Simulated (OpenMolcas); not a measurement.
Computed levels of 4d⁴ in ions with 40 electrons, in cm-1 above ⁵D₀.

- Program: OpenMolcas 26.06
- Method: RASSCF
- Basis: ANO-RCC-VTZP
- Scalar Hamiltonian: DKH2, point nucleus
- Spin-orbit coupling: RASSI with atomic mean-field integrals over the reference wave functions, term energies averaged over their components

Active space for each ion: 4 electrons in 9 orbitals (RAS2 4d 5s; RAS3 5p, at most 2 electrons).

```tsv
Level	Nb+	Tc3+
⁵D₁	158	342
⁵D₂	446	949
⁵D₃	832	1742
⁵D₄	1291	2667
³P₀(1)	7676	17659
³P₁(1)	8275	19487
³P₂(1)	9333	22197
³H₄	12867	18419
³H₅	13194	19213
```

**Question.** Estimate ⁵D₄, ³P₀(1), ³P₁(1) for Mo2+ from its neighbours Nb+ and Tc3+.

**Answer.** ⁵D₄ is fine structure, which grows about as the fourth power of a screened charge, so the fourth roots are averaged: ((1291^0.25 + 2667^0.25) / 2)^4 = 1886. The calculation gives 1912, so the estimate is off by -1.4 %; the measured value is 1872 (Sugar and Musgrove, J. Phys. Chem. Ref. Data 17, 155 (1988)).
³P₀(1) is another term, which grows about linearly with the charge: (7676 + 17659) / 2 = 12668. The calculation gives 14969, so the estimate is off by -15.4 %; the measured value is 11149 (Sugar and Musgrove, J. Phys. Chem. Ref. Data 17, 155 (1988)).
³P₁(1) is another term, which grows about linearly with the charge: (8275 + 19487) / 2 = 13881. The calculation gives 16226, so the estimate is off by -14.5 %; the measured value is 12510 (Sugar and Musgrove, J. Phys. Chem. Ref. Data 17, 155 (1988)).

Some high roots are left out of the spin-orbit mixing, which shifts the levels that they would mix with. Without dynamic correlation excited terms often stand tens of per cent too high (terms of higher spin than the ground term too low), and those without a measured partner can miss by more than the paired ones. Terms from blocks run as CI alone lack orbitals of their own. Configurations are named by rounded mean occupations; where the s occupation lies near a half they are strongly mixed, a name can repeat and a true partner stay unpaired (holds for Nb+). Measured partners are found by configuration, term and J. A level has none where our copy of the source lacks it or the pairing is in doubt (some pairs that miss far off the trend of their configuration count as doubtful), and it then counts in no deviation. Levels of configurations outside the active space are missing.

A number in round brackets counts repeated terms of one configuration in the order of the reference energies.
